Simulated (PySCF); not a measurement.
B(Cl)(OH)(NH2), SMILES NB(O)Cl, PBE0/def2-SVP optimised geometry.

```
7

B     -0.05    -0.09     0.00
Cl     1.74    -0.09     0.00
O     -0.73    -1.26     0.00
H     -0.14    -2.03     0.00
N     -0.73     1.13     0.00
H     -1.74     1.17     0.00
H     -0.26     2.03     0.00
```

Density from PBE0/def2-TZVP run with PySCF at that geometry.

Minimum of the electron density along straight lines between bonded atoms, close to the bond critical point (lines longer than 1.1 times the sum of covalent radii, or with two minima, are not listed):

```json
[
 {"bond": "B1–Cl2", "length / Å": "1.794", "ρ at the minimum / e bohr⁻³": "0.138", "∇²ρ there / e bohr⁻⁵": "-0.02", "position (fraction from the first atom)": "0.30"},
 {"bond": "B1–O3", "length / Å": "1.358", "ρ at the minimum / e bohr⁻³": "0.213", "∇²ρ there / e bohr⁻⁵": "0.95", "position (fraction from the first atom)": "0.33"},
 {"bond": "O3–H4", "length / Å": "0.961", "ρ at the minimum / e bohr⁻³": "0.359", "∇²ρ there / e bohr⁻⁵": "-2.48", "position (fraction from the first atom)": "0.81"},
 {"bond": "B1–N5", "length / Å": "1.396", "ρ at the minimum / e bohr⁻³": "0.219", "∇²ρ there / e bohr⁻⁵": "0.52", "position (fraction from the first atom)": "0.33"},
 {"bond": "N5–H6", "length / Å": "1.011", "ρ at the minimum / e bohr⁻³": "0.336", "∇²ρ there / e bohr⁻⁵": "-1.71", "position (fraction from the first atom)": "0.74"},
 {"bond": "N5–H7", "length / Å": "1.009", "ρ at the minimum / e bohr⁻³": "0.338", "∇²ρ there / e bohr⁻⁵": "-1.75", "position (fraction from the first atom)": "0.74"}
]
```
